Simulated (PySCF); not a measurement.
Species: C3H2BrClO.
Atom-mapped SMILES: `[O:1]=[CH:2]/[C:3]([Br:4])=[CH:5]\[Cl:6]` (hydrogens: H7 on C2; H8 on C5)

Computed with MP2 and CCSD/aug-cc-pVDZ in PySCF, restricted Hartree–Fock reference, 18 core orbitals frozen, non-relativistic, gas phase, PBE0-D3(BJ)/def2-SVP geometry.

E(HF) = -3221.49959 Eh.

(1) How large is the problem?

(2) What are the MP2 and CCSD correlation energies?

(3) What is the T1 diagnostic?

(4) How does correlation change the dipole moment?

Results:

(1) 173 basis functions and 80 electrons; 18 orbitals frozen, which leaves o = 22 correlated occupied and v = 133 virtual orbitals. That is o·v = 2926 singles and o·v(o·v + 1)/2 = 4282201 distinct closed-shell doubles amplitudes before symmetry; the costliest CCSD step grows as o²v⁴ = 1.5 × 10^11.

(2) MP2 -0.8861 Eh and CCSD -0.9196 Eh, which gives totals of -3222.38571 and -3222.41916 Eh. That is 0.569 eV for each correlated electron at CCSD (2414 kJ/mol in all, 0.029 % of the total energy); MP2 gives 96.4 % of the CCSD value.

(3) 0.0130, below the customary warning level of 0.02. It is the norm of the spatial-orbital singles amplitudes over the root of the number of correlated electrons, so the norm is 0.086.

(4) HF gives 2.37 D and CCSD (unrelaxed density) 1.97 D, a change of -0.40 D.

Connected triples and the basis-set limit are missing.

The job also held the EOM ionisation roots. The run took 13 min of wall time on Arm Neoverse V1, one thread, shared host with 64 logical CPUs at a one-minute load of 37, and the process peaked at 3.0 GiB of memory.

The values belong to the conformer `[O:1]=[CH:2]/[C:3]([Br:4])=[CH:5]\[Cl:6]`: O1–C2–C3–Br4 180°.
